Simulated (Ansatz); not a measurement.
C2H6GeS (`C[CH]1[S][GeH2]1`) at its PBE0-D4/def2-TZVP geometry, where that method's forces vanish. Charge 0, multiplicity 1.

```tsv
atom	x (Å)	y (Å)	z (Å)
C1	-0.096	-1.230	-0.670
C2	-0.023	0.268	-0.553
S3	-1.576	1.131	-0.018
Ge4	0.285	1.148	1.141
H5	-0.734	-1.523	-1.509
H6	0.899	-1.652	-0.839
H7	-0.512	-1.681	0.233
H8	0.423	0.763	-1.412
H9	1.040	2.474	1.215
H10	0.295	0.302	2.413
```

Problem. For each bond, give half the difference of the two atoms' forces along it (eV/Å; positive pushes the atoms apart) under PBE-D4, r2SCAN-D4, B3LYP-D4, ωB97M-V in def2-TZVPP. (Estimate.)

Solution. Computed: 
```json
{"bond": "C1–C2", "length (Å)": "1.504", "PBE-D4": "-0.08", "r2SCAN-D4": "0.06", "B3LYP-D4": "0.11", "ωB97M-V": "0.24"}
{"bond": "C1–H5", "length (Å)": "1.094", "PBE-D4": "0.12", "r2SCAN-D4": "-0.02", "B3LYP-D4": "-0.06", "ωB97M-V": "-0.10"}
{"bond": "C1–H6", "length (Å)": "1.094", "PBE-D4": "0.10", "r2SCAN-D4": "-0.03", "B3LYP-D4": "-0.07", "ωB97M-V": "-0.09"}
{"bond": "C1–H7", "length (Å)": "1.092", "PBE-D4": "0.11", "r2SCAN-D4": "-0.04", "B3LYP-D4": "-0.06", "ωB97M-V": "-0.07"}
{"bond": "C2–S3", "length (Å)": "1.855", "PBE-D4": "0.28", "r2SCAN-D4": "0.18", "B3LYP-D4": "0.34", "ωB97M-V": "0.04"}
{"bond": "C2–Ge4", "length (Å)": "1.934", "PBE-D4": "0.23", "r2SCAN-D4": "0.10", "B3LYP-D4": "0.25", "ωB97M-V": "-0.02"}
{"bond": "C2–H8", "length (Å)": "1.087", "PBE-D4": "0.08", "r2SCAN-D4": "-0.07", "B3LYP-D4": "-0.19", "ωB97M-V": "-0.15"}
{"bond": "S3–Ge4", "length (Å)": "2.192", "PBE-D4": "0.38", "r2SCAN-D4": "0.13", "B3LYP-D4": "0.42", "ωB97M-V": "0.07"}
{"bond": "Ge4–H9", "length (Å)": "1.528", "PBE-D4": "-0.01", "r2SCAN-D4": "-0.07", "B3LYP-D4": "-0.11", "ωB97M-V": "-0.09"}
{"bond": "Ge4–H10", "length (Å)": "1.528", "PBE-D4": "0.01", "r2SCAN-D4": "-0.07", "B3LYP-D4": "-0.10", "ωB97M-V": "-0.09"}
```

B3LYP here is the variant with VWN-RPA as its local correlation; programs differ in this.
